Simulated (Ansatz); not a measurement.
`[OH][AlH][CH2]Br`, charge 0, multiplicity 1.

(1) Give a relaxed structure at PBE0-D4/def2-TZVP (Ansatz 0.2.0). (Best estimate.)

## Answers

(1) The calculation gave: 
Cartesian coordinates in Å:
```
O -1.9572 -0.6783 -0.1434
Al -0.7496 0.5014 0.0018
C 1.1325 0.0566 -0.2980
Br 1.2780 -0.1831 1.6842
H -1.8030 -1.6091 -0.2893
H -1.1899 1.9774 0.3136
H 1.4348 -0.8968 -0.7250
H 1.8543 0.8319 -0.5439
```
